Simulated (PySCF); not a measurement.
## Calculated NMR parameters of Si(SMe)4

* Formula: C4H12S4Si
* SMILES: CS[Si](SC)(SC)SC
* Degrees of unsaturation: 0
* Carbon signals: 1
* Proton signals: 1

Mapped SMILES: `[CH3:1][S:2][Si:3]([S:4][CH3:5])([S:6][CH3:7])[S:8][CH3:9]` (H(Xn): hydrogen on atom n).

All values are calculated (PySCF 2.14): shieldings: GIAO HF/pcSseg-1, PBE0-D3(BJ)/def2-SVP geometry. Rapidly exchanging positions averaged, non-relativistic Hamiltonian, gas phase, single conformer.

δ = σ(ref) − σ, references computed at the same level: TMS for ¹H (σ = 31.69 ppm) and ¹³C (σ = 190.85 ppm) and ²⁹Si (σ = 393.43 ppm); CS2 for ³³S (σ = 513.52 ppm).

| carbon | δC, type | δH (multiplicity) | HMBC from (2–3 bonds) | span of the C tensor (ppm) |
| --- | --- | --- | --- | --- |
| C1/C5/C7/C9 | 11.7, CH3 | 2.00 (s) | – | 23 |

Other nuclei:
```csv
atoms,nucleus,environment,δ (ppm),σ (ppm)
Si3,²⁹Si,silicon bonded to 4 S,53.0,340.4
S2/S4/S6/S8,³³S,"sulfur bonded to C, Si",-216,729.1
```

1. Carbon types of the structure: 4 × CH3, which accounts for all hydrogens.
2. δC 11.7: methyl carbon bonded to S.
3. δH 2.00: hydrogen on a methyl carbon bonded to S.

Shifts are as computed. Against solution values, carbons near 30 ppm lie about -0 ppm off and those near 130 ppm about +7 ppm. Of 1211 compounds with measured shifts, 218 miss one by over three times the rms of a fit or turn the order of signals round; such compounds aren't used in these exercises.
